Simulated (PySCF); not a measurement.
**Variants of one PySCF input: AsH5**

Base input, run as `python input.py` with PySCF 2.14:

```python
from pyscf import gto, scf, cc

mol = gto.M(
    atom='As 0 0 0; H 0 0 1.6037; H 0 0 -1.6037; H 1.5295 0 0; H -0.7647 1.3245 0; H -0.7647 -1.3245 0',
    basis='ano-rcc-vdzp',
    charge=0,
    spin=0,
    symmetry=True,
    verbose=4,
)
mf = scf.RHF(mol)
mf = mf.sfx2c1e()
mf = mf.density_fit(auxbasis='def2-universal-jkfit')
mf.kernel()
mycc = cc.CCSD(mf, frozen=9)
mycc.kernel()
e = mycc.eaccsd(nroots=3)[0]
print('roots (eV) =', (e*27.211386).round(3))
mf.dip_moment()
print('orbital energies (hartree):', mf.mo_energy[..., max(0, mol.nelec[1]-3):mol.nelec[0]+3].round(4))
```

Base result: E(SCF) = -2261.793154 Eh, 9 cycles, E(CCSD) − E(SCF) = -0.21190 Eh, μ(SCF) = 0.00 D, attachment roots 0.811, 3.202, 3.202 eV. Positive EA roots mean that the added electron is unbound.

Wall time 13 s on one thread of a shared host.

Each row names what differs from the base; energies in brackets are changes from the base.

| change | result |
| --- | --- |
| smearing width (hartree): none → 0.2; step after the SCF: eomea → none [unsound on purpose] | E(SCF) = -2260.344377 Eh (+39.4232 eV), 12 cycles, μ(SCF) = 0.00 D |
| basis set: ano-rcc-vdzp → cc-pvdz; spin-free X2C: on → off [positive roots are unbound] | E(SCF) = -2236.934508 Eh, 8 cycles, E(CCSD) − E(SCF) = -0.20936 Eh, μ(SCF) = 0.00 D, attachment roots 2.336, 3.553, 3.554 eV |
| spin (2S): 0 → 40 [unsound on purpose] [runs as restricted open-shell] | stops with AssertionError |
| geometry: coordinates × 1 → coordinates × 0.88 [positive roots are unbound] | E(SCF) = -2261.723526 Eh (+1.8947 eV), 9 cycles, E(CCSD) − E(SCF) = -0.20664 Eh, μ(SCF) = 0.00 D, attachment roots 1.384, 3.569, 3.569 eV |
| functional: none (Hartree–Fock) → 0.5*hf+0.5*b88,lyp; SCF type: RHF → RKS; step after the SCF: eomea → analyze | E(SCF) = -2263.608018 Eh, 8 cycles, μ(SCF) = 0.00 D |
| step after the SCF: eomea → tda; number of roots: 3 → 6 | E(SCF) = -2261.793154 Eh (+0.0000 eV), 9 cycles, μ(SCF) = 0.00 D, first singlet excitations without spin–orbit coupling 4.84, 6.54, 6.54, 8.24, 8.38 eV |
| step after the SCF: eomea → tda; number of roots: 3 → 4 | E(SCF) = -2261.793154 Eh (+0.0000 eV), 9 cycles, μ(SCF) = 0.00 D, first singlet excitations without spin–orbit coupling 4.84, 6.54, 6.54, 8.38 eV |
| smearing width (hartree): none → 0.005; step after the SCF: eomea → none | E(SCF) = -2261.793154 Eh (+0.0000 eV), 9 cycles, μ(SCF) = 0.00 D |
